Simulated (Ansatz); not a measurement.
C₆H₉O (SMILES O=C1CC[CH]CC1), doublet (typed; the unrestricted solution is spin-contaminated), at a GFN2-xTB geometry; CCSD(T)/STO-3G (Ansatz, a quantum-chemistry and plane-wave program).

Here is a job for Ansatz.
Ansatz 0.2 input:
```yaml
crystal:
  periodic: [false, false, false]
  atoms:
    - {symbol: O, position_ang: [-2.30991040, 0.16261397, 0.32350552]}
    - {symbol: C, position_ang: [-1.11853851, 0.07874331, 0.15665256]}
    - {symbol: C, position_ang: [-0.19376152, 1.26653046, 0.28011446]}
    - {symbol: C, position_ang: [1.06928310, 1.12646069, -0.57215067]}
    - {symbol: C, position_ang: [1.78605069, -0.12573509, -0.25013838]}
    - {symbol: C, position_ang: [1.01961696, -1.27351588, 0.27959790]}
    - {symbol: C, position_ang: [-0.43509445, -1.22226002, -0.19204248]}
    - {symbol: H, position_ang: [-0.74557191, 2.17538625, 0.03401302]}
    - {symbol: H, position_ang: [0.08950526, 1.33091202, 1.33516272]}
    - {symbol: H, position_ang: [1.72187303, 1.99176583, -0.42130000]}
    - {symbol: H, position_ang: [0.77448763, 1.14772450, -1.63394651]}
    - {symbol: H, position_ang: [2.84732669, -0.20044721, -0.39877126]}
    - {symbol: H, position_ang: [1.48075649, -2.21722578, -0.02723183]}
    - {symbol: H, position_ang: [1.02631754, -1.27449828, 1.38174174]}
    - {symbol: H, position_ang: [-1.01805368, -2.05122986, 0.21298471]}
    - {symbol: H, position_ang: [-0.46269552, -1.30464002, -1.28289701]}
basis:
  gaussian:
    orbitals: STO-3G
magnetization: {spin_polarized: true, initial_magnetization: 1}
correlation: {method: ccsd_t, electrons: outside_noble_gas}
accuracy: high
```

The log (banner, timings and long lists left out):

```
Functional definition: HF
1043 factors; integrals over basis functions are off by at most 4.3e-9 eV
mean field evaluation 1: about -8252.6811 eV, gradient 2.6e1 eV
mean field evaluation 2: about -8253.1130 eV, gradient 2.6e1 eV
mean field evaluation 4: about -8258.1368 eV, gradient 2.7e0 eV
mean field evaluation 8: about -8258.2438 eV, gradient 6.2e-2 eV
mean field evaluation 16: about -8258.0058 eV, gradient 2.9e0 eV
mean field evaluation 32: about -8257.8006 eV, gradient 8.7e-1 eV
mean field evaluation 64: about -8258.3022 eV, gradient 4.7e-2 eV
mean field evaluation 96: about -8255.4219 eV, gradient 4.7e0 eV
mean field -8258.30895651 eV, -303.4872564688 hartree, gradient 1.8e-8 eV, S^2 0.983088; 5 other end points of the search recorded, 0 dependent functions left out
determinant -8258.30895651 eV, -303.4872564688 hartree, with singles and doubles -8270.11719763 eV, -303.9212013263 hartree
determinant -8258.30236192 eV, -303.4870141220 hartree, with singles and doubles -8270.11791863 eV, -303.9212278224 hartree
determinant -8255.91445473 eV, -303.3992601514 hartree, with singles and doubles -8266.22887200 eV, -303.7783079949 hartree
determinant -8255.80637883 eV, -303.3952884354 hartree, with singles and doubles -8266.05376000 eV, -303.7718727474 hartree
determinant -8258.30895651 eV, -303.4872564688 hartree, with singles and doubles -8270.11689147 eV, -303.9211900750 hartree
determinant -8258.30236192 eV, -303.4870141220 hartree, with singles and doubles -8270.11756177 eV, -303.9212147079 hartree
mean field evaluation 128: about -8257.8721 eV, gradient 2.1e-1 eV
7 core orbitals not correlated
reference -8258.30236192 eV, -303.4870141220 hartree; 20, 19 occupied and 17, 18 virtual orbitals, 1043 factors
second order -8.78322285 eV of doubles, -0.00000000 eV of singles
cycle   1  -11.81519557 eV  change    4.3e-6 eV  update   3.4e-6
cycle   2  -11.81519123 eV  change    4.3e-6 eV  update   2.7e-6
cycle   3  -11.81518976 eV  change    1.5e-6 eV  update   1.8e-6
cycle   4  -11.81519297 eV  change   -3.2e-6 eV  update   7.3e-7
cycle   5  -11.81519379 eV  change   -8.2e-7 eV  update   3.5e-7
cycle   6  -11.81519341 eV  change    3.7e-7 eV  update   1.7e-7
cycle   7  -11.81519317 eV  change    2.4e-7 eV  update   1.0e-7
cycle   8  -11.81519306 eV  change    1.1e-7 eV  update   6.8e-8
cycle   9  -11.81519303 eV  change    3.1e-8 eV  update   5.2e-8
cycle  10  -11.81519292 eV  change    1.1e-7 eV  update   1.5e-7
cycle  11  -11.81519285 eV  change    7.1e-8 eV  update   5.9e-8
cycle  12  -11.81519278 eV  change    7.1e-8 eV  update   3.1e-8
cycle  13  -11.81519274 eV  change    4.6e-8 eV  update   1.9e-8
cycle  14  -11.81519271 eV  change    2.8e-8 eV  update   9.4e-9
cycle  15  -11.81519270 eV  change    6.0e-9 eV  update   3.6e-9
cycle  16  -11.81519270 eV  change   1.4e-11 eV  update   1.7e-9
cycle  17  -11.81519270 eV  change   -2.4e-9 eV  update   1.0e-9
cycle  18  -11.81519271 eV  change   -2.7e-9 eV  update  5.5e-10
perturbative correction -0.14302476 eV, -0.0052560631 hartree
Total energy: -8270.26057939 eV, -303.9264705085 hartree
```
